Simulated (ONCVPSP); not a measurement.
## W: one change to an ONCV potential, before and after

W (Z = 74), optimised norm-conserving Vanderbilt (ONCV), made with ONCVPSP 4.0.1 (LDA (Perdew-Zunger), scalar-relativistic). Core [Kr] 4d10 4f14, reference 5s2 5p6 5d4 6s1 6p1. Waves: 5s+6s: rc 1.55 bohr, ncon 4, nbas 8, qcut 9.3 1/bohr, 2 projectors; 5p+6p: rc 2.25 bohr, ncon 4, nbas 7, qcut 6.2 1/bohr, 2 projectors; 5d: rc 1.70 bohr, ncon 3, nbas 6, qcut 6.2 1/bohr, 1 projector. Local part: polynomial inside 1.30 bohr (lpopt 5, dvloc0 0 Ha). Core correction: polynomial model core, fcfact 0.55.

Change: d: rc 1.24; local potential polynomial inside 1.24 bohr (lpopt 5, dvloc0 0 Ha).

Cutoffs: the cutoffs (Ha) at which the residual kinetic energy of the hardest occupied pseudo-wave falls to 1 and 0.1 mHa per electron; they do not see the model core or the augmentation charge, which bear on the density cutoff. Errors are all-electron minus pseudo energies relative to the spin-unpolarised reference configuration.

Task: How do hardness, ghosts and transferability respond?

Result: The potential gets neither clearly harder nor softer (28 Ha and 33 Ha → 28 Ha and 33 Ha); the errors of the 4 common tests hardly move; neither file shows a bound ghost.

```tsv
quantity	base	changed
cutoff, loose	28 Ha	28 Ha
cutoff, tight	33 Ha	33 Ha
loose cutoff by channel	s 28 Ha, p 12 Ha, d 14 Ha	s 28 Ha, p 12 Ha, d 14 Ha
bound ghosts	none	none
GHOST(+) flags under 300 eV	s at 263.8 eV	s at 228.5 eV
error for 5s2 5p6 5d4 6s2 6p0, meV [ΔE -4.57 eV]	+0.9	+0.9
error for 5s2 5p6 5d4 6s1 6p0, meV [ΔE 4.56 eV]	-2.1	-2.1
error for 5s2 5p6 5d4 6s0 6p0, meV [ΔE 20.59 eV]	-8.4	-8.4
error for 5s2 5p6 5d4.5 6s1.5 6p0, meV [ΔE -3.88 eV]	-1.4	-1.5
s: phases at 1.57 bohr within 0.05 rad from the reference energy up to (Ha; the scan ends near 5)	to the end of the scan	to the end of the scan
p: phases at 2.28 bohr within 0.05 rad from the reference energy up to (Ha; the scan ends near 5)	4.5	4.4
rms error of d²Exc/dni dnj with the model core, mHa	0.33	0.33
```
